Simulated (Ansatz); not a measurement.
GeH₃F, singlet: at the start structure of a reaction step.

Input (in.yaml):

```yaml
crystal:
  periodic: [false, false, false]
  atoms:
    - {symbol: Ge, position_ang: [-0.888404, -0.475483, 0.419180]}
    - {symbol: F, position_ang: [0.067751, -1.741957, -0.347962]}
    - {symbol: H, position_ang: [0.562565, 1.109162, -0.504211]}
    - {symbol: H, position_ang: [-0.021341, 1.121746, -0.992749]}
    - {symbol: H, position_ang: [0.279430, -0.013468, 1.425742]}
basis:
  gaussian: {orbitals: def2-TZVPP}
hamiltonian: {xc: {name: CAM-B3LYP}, dispersion: d4}
```

Launched with

```bash
ansatz run in.yaml --threads 2 --pin off --events-out ev --progress --plain --max-ram 4352MiB
```

What Ansatz 0.2.0 printed:

```
Functional definition: CAM-B3LYP
  name "CAM-B3LYP"
  cite "Yanai, Tew & Handy, Chem. Phys. Lett. 393, 51 (2004) doi:10.1016/j.cplett.2004.06.011"
  cite "Iikura, Tsuneda, Yanai & Hirao, J. Chem. Phys. 115, 3540 (2001) doi:10.1063/1.1383587"
  cite "Becke, Phys. Rev. A 38, 3098 (1988) doi:10.1103/PhysRevA.38.3098"
  cite "Lee, Yang & Parr, Phys. Rev. B 37, 785 (1988) doi:10.1103/PhysRevB.37.785"
  cite "Vosko, Wilk & Nusair, Can. J. Phys. 58, 1200 (1980) doi:10.1139/p80-159"
  parameter alpha = 0.19
  parameter beta = 0.46
  parameter omega = 0.33/bohr
  parameter ac = 0.81
  # Exact exchange under (alpha + beta erf(omega r))/r, Becke's under what is left of 1/r.
  exchange = (1 - alpha - beta)*b88_x + beta*b88_x_sr(omega) + alpha*exact_x + beta*exact_x_lr(omega)
  correlation = (1 - ac)*vwn5_c + ac*lyp_c
722 factors; their error is unknown
171 factors; integrals over basis functions are off by at most 1.0e-5 eV
mean field evaluation 1: about -59284.7880 eV, gradient 4.0e1 eV
mean field evaluation 2: about -59280.6581 eV, gradient 7.0e1 eV
mean field evaluation 4: about -59287.1189 eV, gradient 1.9e0 eV
mean field evaluation 8: about -59287.1193 eV, gradient 4.5e-2 eV
mean field evaluation 16: about -59287.3312 eV, gradient 6.4e-5 eV
mean field -59287.33118562 eV, -2178.7692346750 hartree, gradient 6.4e-5 eV, S^2 0.000000; 0 other end points of the search recorded, 0 dependent functions left out
reference -59287.33128057 eV, -2178.7692381645 hartree; 22, 22 occupied and 99, 99 virtual orbitals, 722 factors
Total energy: -59287.37866239 eV, -2178.7709794142 hartree
```

The run took about 0.8 s on 2 CPU threads of an Intel Xeon 6975P-C (shared host).
